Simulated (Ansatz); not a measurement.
BrClFSi (`F[Si](Cl)Br`) radical, 4 atoms. Total charge 0; spin multiplicity 2. Correlated methods include outer-core shells of Br, which these sets cover unevenly. Scalar relativity is left out up to krypton. All runs use 4 threads of a server CPU on a shared host. Correlated methods freeze the cores. Open-shell runs search over several starts.

Problem. Give the basis size and wall time and peak host memory of each of these runs in Ansatz. direct RPA on PBE orbitals/def2-TZVPP energy; UKS PBE0-D4/def2-SVP energy; UKS r2SCAN-D4/def2-TZVPP energy and forces; UHF-MP2/def2-QZVPP energy; UKS HSE06-D4/def2-TZVPP energy; UKS PBE0-D4/def2-TZVP relaxation (6 steps); UKS PBE-QIDH (frozen core)/def2-TZVPP energy; UKS PBE0-D4/def2-TZVP frequencies; UKS ωB97M-V/def2-QZVPP energy; UKS ωB97M-V/def2-SVP energy; UKS PBE0-D4/def2-TZVPP energy; UHF-CCSD(T)/def2-SVP energy. (Best estimate.)

Solution. Ansatz gave: Other jobs shared the machine, so times are rough.

| level | job | functions | wall time | peak host memory (GiB) |
| --- | --- | --- | --- | --- |
| UKS PBE0-D4/def2-SVP | energy | 82 | 2 s | 0.25 |
| direct RPA on PBE orbitals/def2-TZVPP | energy | 163 | 5.5 s | 0.41 |
| UKS PBE0-D4/def2-TZVPP | energy | 163 | 5.5 s | 0.61 |
| UKS HSE06-D4/def2-TZVPP | energy | 163 | 6 s | 0.64 |
| UKS PBE-QIDH (frozen core)/def2-TZVPP | energy | 163 | 7 s | 0.5 |
| UHF-CCSD(T)/def2-SVP | energy | 82 | 9 s | 0.43 |
| UKS r2SCAN-D4/def2-TZVPP | energy and forces | 163 | 9 s | 0.31 |
| UKS ωB97M-V/def2-SVP | energy | 82 | 9 s | 0.41 |
| UHF-MP2/def2-QZVPP | energy | 286 | 17 s | 1.1 |
| UKS ωB97M-V/def2-QZVPP | energy | 286 | 33 s | 1.5 |
| UKS PBE0-D4/def2-TZVP | relaxation (6 steps) | 153 | 41 s | 0.57 |
| UKS PBE0-D4/def2-TZVP | frequencies | 153 | 110 s | 0.57 |

HSE06 is defined as in plane-wave codes.
